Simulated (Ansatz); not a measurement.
FGeH₃S₃ (`[F][Ge]([SH])([SH])[SH]`) at its PBE0-D4/def2-TZVP geometry, where that method's forces vanish. The species carries charge 0 and has multiplicity 1.

```xyz
8

F    -0.1435    1.6259   -1.2483
Ge   -0.1715    0.2971   -0.1325
S    -1.8492   -1.0246   -0.6502
S    -0.5695    1.0042    1.9098
S     1.8483   -0.5316   -0.4355
H    -1.4379   -1.1357   -1.9255
H     0.7183    1.3370    2.1022
H     1.6049   -1.5723    0.3800
```

Task: What forces (eV/Å) does B3LYP-D4/def2-TZVPP give on these atoms in Ansatz 0.2.0? (An estimate is asked.)

Result: Ansatz gave: 
```
F1   0.004  0.289 -0.237
Ge2 -0.007 -0.098  0.081
S3  -0.202 -0.163 -0.102
S4  -0.015  0.106  0.258
S5   0.244 -0.125 -0.024
H6  -0.032 -0.019  0.004
H7  -0.024  0.009  0.032
H8   0.032  0.000 -0.012
```

B3LYP here is the variant with VWN-RPA as its local correlation; programs differ in this.
